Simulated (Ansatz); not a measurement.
Consider the formal hydrolysis of a Ga–N bond: `[NH2][Ga]([OH])[Br]` + H₂O → `[OH][Ga]([OH])[Br]` + NH₃.

Computed with Ansatz on PBE0-D4/def2-TZVP structures; ΔE is electronic, products minus reactants. CCSD(T)/CBS adds triple-zeta CCSD(T) − MP2 to the extrapolated MP2 energy (def2 sets, frozen cores). This one scheme is used for every species. DFT in def2-TZVPP. For Br, Ga outer-core shells are correlated without core-valence functions, which leaves a few kJ/mol of doubt a bond. Scalar relativity is left out up to krypton. Each species was taken in one conformer, which may not be the lowest.

`[NH2][Ga]([OH])[Br]`:

Z-matrix (Å, degrees):
```
N
Ga 1 1.805
H 1 1.006 2 122.8
H 1 1.006 2 120.6 3 154.7
O 2 1.776 1 124.3 3 16.3
Br 2 2.270 1 119.7 3 -166.8
H 5 0.960 2 113.9 1 -0.5
```

H₂O:

Cartesian coordinates in Å:
```
O 0.339 0.169 -0.089
H -0.398 -0.005 -0.678
H 0.059 -0.163 0.767
```

`[OH][Ga]([OH])[Br]`:

Z-matrix (Å, degrees):
```
Ga
O 1 1.767
Br 1 2.265 2 119.2
O 1 1.773 2 119.0 3 180.0
H 2 0.961 1 112.4 3 -180.0
H 4 0.960 1 113.7 2 180.0
```

NH₃:

Cartesian coordinates in Å:
```
N -0.201 -0.146 0.133
H -0.338 0.854 0.224
H 0.718 -0.355 0.501
H -0.180 -0.353 -0.858
```

```tsv
level	ΔE (kJ/mol)	difference from CCSD(T)/CBS
PBE-D4	-23.4	-7.5
r2SCAN-D4	-25.1	-9.2
PBE0-D4	-19.9	-4.0
r2SCAN0-D4	-21.4	-5.5
CAM-B3LYP-D4	-21.7	-5.8
PBE	-25.1	-9.2
BLYP	-29.3	-13.4
r2SCANh	-24.0	-8.1
r2SCAN0	-21.9	-6.0
CAM-B3LYP	-23.3	-7.4
HF/def2-SVP	-24.9	-9.0
MP2/def2-TZVPP	-20.9	-5.0
SCS-MP2/def2-QZVPP	-19.9	-4.0
HF/CBS(def2)	-23.7	-7.8
MP2/CBS(def2)	-15.1	0.8
CCSD/CBS(def2)	-15.3	0.6
CCSD(T)/CBS	-15.9	0
```

(1) What do rigid-rotor, harmonic-oscillator terms from PBE0-D4/def2-TZVP frequencies (298.15 K, 1 bar) make of the CCSD(T)/CBS value? (Best estimate.)

Largest T1 diagnostic among the species: 0.012.

## Answers

(1) The calculation gave: ΔZPE = +4.1 kJ/mol, ΔH = -13.5 kJ/mol, ΔS = -8 J/(mol·K), ΔG = -11.3 kJ/mol.

From r2SCAN to r2SCAN0 (25 % exact exchange), in def2-TZVPP and without D4, ΔE moves by +3.6 kJ/mol. At CCSD(T), def2-SVP lies −12.7 kJ/mol from the extrapolated value and def2-TZVPP −5.8 kJ/mol. Leaving LDA and LC-ωPBE aside and taking each functional with its dispersion term where it has one, the values, not all of them listed here, spread over 9.4 kJ/mol, from B97M-V to PBE0-D4. LDA lies +6.5 kJ/mol from PBE without D4.

CCSD(T)/CBS has its own doubt, a few kJ/mol and more with outer-core shells, so smaller differences from it don't rank the levels.
